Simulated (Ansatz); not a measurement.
Species: H₄Sn, SMILES `[SnH4]` (charge 0, multiplicity 1).

### Question
Give a relaxed geometry from PBE0-D3(BJ)/def2-TZVP (Ansatz, a first-principles code).

### Answer
the end point of this relaxation (outside a Z-matrix the atoms follow the SMILES, hydrogens last).
Bonded distances (Å): Sn1–H2 1.704, Sn1–H3 1.704, Sn1–H4 1.704, Sn1–H5 1.704. Bond angles (°): H2–Sn1–H3 109.4, H2–Sn1–H4 109.5, H2–Sn1–H5 109.5, H3–Sn1–H4 109.5, H3–Sn1–H5 109.5, H4–Sn1–H5 109.5.
